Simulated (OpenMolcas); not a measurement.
Nb3+ among 5 point charges of -2 e arranged as a trigonal bipyramid (D3h), 2.18 Å from the ion, with the axial distance 2.245 Å. The active orbitals were held to one l.

* Program: OpenMolcas
* Method: CASSCF
* Basis: ANO-RCC-VDZP [6s5p3d1f]
* Scalar Hamiltonian: DKH2, point nucleus
* Active space: 2 electrons in 5 orbitals (4d)
* State averaging: 2S+1 = 3 even, 10 roots; 2S+1 = 1 even, 15 roots
* Spin-orbit coupling: state interaction with AMFI integrals over the reference wave functions

What is the spin-free ground state (labels of D3, the rotations of D3h)?

3A2, 1-fold in its orbital part, 98 % from free-ion F terms; it has the highest spin that d2 allows.

Where is the first state of the same spin?

A 2-fold state lies at 1820 cm-1 above the ground state.

What are the lowest two levels with spin-orbit coupling?

A 1-fold level A1, then a 2-fold level E 157.0 cm-1 above it. Their leading multiplicities are 3 (100 %) and 3 (100 %).

What is χT at 300 K, and how does it compare with the textbook value?

The lowest level has 2S+1 = 3, for which the spin-only value is χT = S(S+1) / 2 = 1.000 cm3 K/mol (g = 2). The computed 0.585 at 300 K differs by -0.415, through orbital momentum, spin-orbit coupling and any other state in reach.

Without dynamic correlation the repulsion within the d shell is too large (B by tens of per cent), so at a given field states of lower spin stand too high. This is an electrostatic model: the charges have no orbitals. An unlabelled pair can be two single states that coincide in this model. No measured value stands beside these numbers.
